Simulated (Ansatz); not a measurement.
Basis-set extrapolation for `CCCSSCCC` (PBE0-D4/def2-TZVP geometry, frozen core, Ansatz). Multiplicity 1, RHF reference.

```json
{"": "HF", "def2-TZVPP": "-1030.540182", "def2-QZVPP": "-1030.573844"}
{"": "MP2 correlation", "def2-TZVPP": "-1.412955", "def2-QZVPP": "-1.511292"}
{"": "CCSD(T) correlation", "def2-TZVPP": "-1.569758", "def2-QZVPP": "not run"}
```

Energies in hartree. Use E(X) = E(∞) + A·exp(−7.88·√X) for Hartree–Fock and E(X) = E(∞) + B·X^(−2.97) for correlation, with X = 3 and 4, and add CCSD(T) minus MP2 of the smaller set to the MP2 limit.

Question: What is the CCSD(T) energy at the basis-set limit?

Answer: HF limit: -1030.573844 + (-0.033662) × 0.13774 = -1030.57848. MP2 limit: -1.511292 + (-0.098337) × 0.74074 = -1.58413. Higher-order term: -1.569758 − (-1.412955) = -0.15680. Total: -1032.31941 hartree, 550.0 kJ/mol below CCSD(T)/def2-TZVPP.
